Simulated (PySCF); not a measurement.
Gas-phase reaction: ZrOCl2 + Cl2 + H2 = ZrCl4.H2O

Energies from PySCF, thermal terms from the rigid-rotor harmonic-oscillator model, ideal gas at 1 bar. † marks an energy on the PBE0/def2-TZVP geometry and frequencies; other levels use their own. MP2 and CCSD(T) freeze the core. All species are closed-shell singlets. Zr: scalar-relativistic def2 core potential, no spin-orbit coupling. Adducts (ZrCl4.H2O) have no counterpoise correction, and HF, PBE, BLYP, B3LYP and PBE0 lack dispersion. ZrOCl2, ZrCl4.H2O: computed as isolated molecules; such fragments, hydroxides, amides, oligomers or adducts are transient or little studied in the gas. MP2 isn't extrapolated to the basis-set limit; its ΔH°(298 K) is -584.4 kJ in def2-SVP and -553.5 kJ in def2-TZVPP. CCSD(T) isn't extrapolated to the basis-set limit. The harmonic model lacks anharmonicity and excited electronic states, which grow with temperature; levels with a mode under 35 cm⁻¹ are left out. Soft modes under 120 cm⁻¹ make the harmonic entropy rough for ZrOCl2, ZrCl4.H2O. Warning, large T1 diagnostic: ZrOCl2 (CCSD(T)/def2-SVP†).

```csv
level,"ΔE electronic, kJ","ΔH°(298 K), kJ","ΔS°(298 K), J/K","ΔG°(1400 K), kJ"
BLYP/def2-TZVP†,-511,-480,-252,-140
CCSD(T)/def2-SVP†,-628,-597,-252,-257
M06-2X/def2-TZVP†,-604,-573,-252,-233
MP2/def2-TZVPP†,-584,-553,-252,-213
PBE0/def2-SVP†,-636,-605,-252,-265
PBE0/def2-TZVP,-579,-548,-252,-208
r2SCAN/def2-TZVP†,-591,-560,-252,-220
ωB97M-V/def2-TZVP†,-593,-562,-252,-222
```
ΔH° is lowest at PBE0/def2-SVP† and highest at BLYP/def2-TZVP†. No reference value is set beside these.
